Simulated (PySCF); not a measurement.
# Vibration and rotation of CsO

PBE0 constants of CsO, ²Π (doublet), unpaired electrons π ↑ (PySCF, scalar-relativistic core potentials, basis sets Cs def2-TZVP with ECP46, O def2-TZVP; masses 132.9054 and 15.9949 u):

```
ωe           : 337.5 cm⁻¹
ωexe         : 1.73 cm⁻¹
Be           : 0.18509 cm⁻¹
αe           : 0.00129 cm⁻¹
De to Cs + O : 2.82 eV
```

**Question.** What force constant and bond length do these constants imply?

**Answer.** Reduced mass μred = 14.277 u; k = 5.8918×10⁻⁷·μred·ωe² (u, cm⁻¹, mdyn/Å) = 0.958 mdyn/Å; Re = √(16.8576/(μred·Be)) (u, cm⁻¹, Å) = 2.526 Å.

**Question.** Estimate the centrifugal constant D from the Kratzer relation and find the Dunham coefficient a1.

**Answer.** D = 4Be³/ωe² = 2.23e-07 cm⁻¹; a1 = −1 − αeωe/(6Be²) = -3.12.

Spin–orbit coupling is left out, which matters for elements this heavy, above all for dissociation energies. The state was picked by a PBE0 search and need not be the measured ground state.
